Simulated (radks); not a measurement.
Question: Si II, configuration [Ne] 3s2 3p1. Method: non-relativistic Kohn-Sham, Slater X-alpha with alpha = 0.566, spin-unpolarised, spherical densities, point nucleus; computed with a radial shooting solver on a logarithmic mesh with Libxc functionals. Some entries of the table are withheld. Estimate them.

| orbital | occ. | eigenvalue (hartree) | <r^2> (bohr^2) | r(max) (bohr) |
|---|---|---|---|---|
| 1s | 2 | -64.88381 | 0.01698 | 0.07339 |
| 2s | 2 | -5.20229 | 0.3988 | 0.4600 |
| 2p | 6 | -3.64558 | 0.3766 | 0.3902 |
| 3s | 2 | -0.61643 | (1) | 1.768 |
| 3p | 1 | -0.35903 | (2) | 2.081 |

Answer: 
(1) 3s <r^2> (bohr^2): 5.163
(2) 3p <r^2> (bohr^2): 7.827
